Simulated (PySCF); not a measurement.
HKO (SMILES [OH][K]), singlet, geometry from GFN2-xTB (such geometries of metal compounds can be far from the true shape); WB97M-V/def2-TZVP in PySCF.

Input for PySCF:
```python
from pyscf import gto, scf, dft

mol = gto.Mole()
mol.atom = '''
    K    -0.515992   -0.253325   -0.435053
    O     1.047786    0.444316    0.880931
    H     1.421565    1.258641    1.218564
'''
mol.basis = 'def2-tzvp'
mol.charge = 0
mol.spin = 0
mol.verbose = 4
mol.build()

mf = dft.RKS(mol)
mf.xc = 'wb97m_v'
mf.kernel()
```

What the program printed (banner, timings and long lists left out):

```
PySCF version 2.14.0

[INPUT] verbose = 4
[INPUT] num. atoms = 3
[INPUT] num. electrons = 28
[INPUT] charge = 0
[INPUT] spin (= nelec alpha-beta = 2S) = 0
[INPUT] symmetry False subgroup None
[INPUT] Mole.unit = angstrom
[INPUT] Symbol           X                Y                Z      unit          X                Y                Z       unit  Magmom
[INPUT]  1 K     -0.515992000000  -0.253325000000  -0.435053000000 AA   -0.975083562467  -0.478714870505  -0.822131019670 Bohr   0.0
[INPUT]  2 O      1.047786000000   0.444316000000   0.880931000000 AA    1.980028577154   0.839635552762   1.664718324639 Bohr   0.0
[INPUT]  3 H      1.421565000000   1.258641000000   1.218564000000 AA    2.686368518267   2.378486779149   2.302752225254 Bohr   0.0

nuclear repulsion = 45.0605955868362
number of shells = 28
number of NR pGTOs = 119
number of NR cGTOs = 70
basis = def2-tzvp
ecp = {}

******** <class 'pyscf.dft.rks.RKS'> ********
method = RKS
initial guess = minao
damping factor = 0
level_shift factor = 0
DIIS = <class 'pyscf.scf.diis.CDIIS'>
diis_start_cycle = 1
diis_space = 8
diis_damp = 0
SCF conv_tol = 1e-09
SCF conv_tol_grad = None
SCF max_cycles = 50
direct_scf = True
direct_scf_tol = 1e-13
XC library pyscf.dft.libxc version 7.1.2
    S. Lehtola, C. Steigemann, M. J. T. Oliveira, and M. A. L. Marques,  SoftwareX 7, 1–5 (2018)
XC functionals = wb97m_v
    N. Mardirossian and M. Head-Gordon,  J. Chem. Phys. 144, 214110 (2016)
radial grids:
    Treutler-Ahlrichs [JCP 102, 346 (1995); DOI:10.1063/1.469408] (M4) radial grids

becke partition: Becke, JCP 88, 2547 (1988); DOI:10.1063/1.454033
pruning grids: <function nwchem_prune>
grids dens level: 3
symmetrized grids: False
atomic radii adjust function: <function treutler_atomic_radii_adjust>
** Following is NLC and NLC Grids **
NLC functional = wb97m_v
radial grids:
    Treutler-Ahlrichs [JCP 102, 346 (1995); DOI:10.1063/1.469408] (M4) radial grids

becke partition: Becke, JCP 88, 2547 (1988); DOI:10.1063/1.454033
pruning grids: <function nwchem_prune>
grids dens level: 3
symmetrized grids: False
atomic radii adjust function: <function treutler_atomic_radii_adjust>
small_rho_cutoff = 0
Set gradient conv threshold to 3.16228e-05
Initial guess from minao.
tot grids = 43936
tot grids = 43936
init E= -675.474143719757
  HOMO = -0.459907439100866  LUMO = -0.0730294990652993  gap/eV = 10.52748
cycle= 1 E= -675.546368240445  delta_E= -0.0722  |g|= 0.985  |ddm|=  1.2
  HOMO = -0.0144081293091539  LUMO = -0.0040253143147365  gap/eV = 0.28253
cycle= 2 E= -674.383504599827  delta_E= 1.16  |g|= 2.24  |ddm|= 2.06
  HOMO = -0.300151356711446  LUMO = -0.0280558563947508  gap/eV = 7.40410
cycle= 3 E= -675.732793187285  delta_E= -1.35  |g|= 0.187  |ddm|= 1.79
  HOMO = -0.260040609103541  LUMO = -0.0195888811581995  gap/eV = 6.54302
cycle= 4 E= -675.7433613325  delta_E= -0.0106  |g|= 0.028  |ddm|= 0.171
  HOMO = -0.267176704746057  LUMO = -0.0152877807144449  gap/eV = 6.85425
cycle= 5 E= -675.743749570023  delta_E= -0.000388  |g|= 0.0123  |ddm|= 0.0454
  HOMO = -0.27052026059147  LUMO = -0.0147310919526191  gap/eV = 6.96038
cycle= 6 E= -675.743840852974  delta_E= -9.13e-05  |g|= 0.0042  |ddm|= 0.0194
  HOMO = -0.271104442458016  LUMO = -0.0147606465145032  gap/eV = 6.97547
cycle= 7 E= -675.743858548795  delta_E= -1.77e-05  |g|= 0.00118  |ddm|= 0.0101
  HOMO = -0.271191868547207  LUMO = -0.0147878227590681  gap/eV = 6.97711
cycle= 8 E= -675.743861127689  delta_E= -2.58e-06  |g|= 0.000312  |ddm|= 0.00528
  HOMO = -0.271150355243701  LUMO = -0.0148054418946373  gap/eV = 6.97550
cycle= 9 E= -675.743861306269  delta_E= -1.79e-07  |g|= 0.000124  |ddm|= 0.00198
  HOMO = -0.271131752319546  LUMO = -0.0148082572869797  gap/eV = 6.97492
cycle= 10 E= -675.743861317041  delta_E= -1.08e-08  |g|= 2.07e-05  |ddm|= 0.000333
  HOMO = -0.271132054653226  LUMO = -0.0148077667043154  gap/eV = 6.97494
cycle= 11 E= -675.743861317496  delta_E= -4.54e-10  |g|= 5.22e-06  |ddm|= 6.23e-05
  HOMO = -0.271133179197221  LUMO = -0.0148075558313039  gap/eV = 6.97498
Extra cycle  E= -675.743861316868  delta_E= 6.28e-10  |g|= 3.07e-06  |ddm|= 1.95e-05
converged SCF energy = -675.743861316868
```
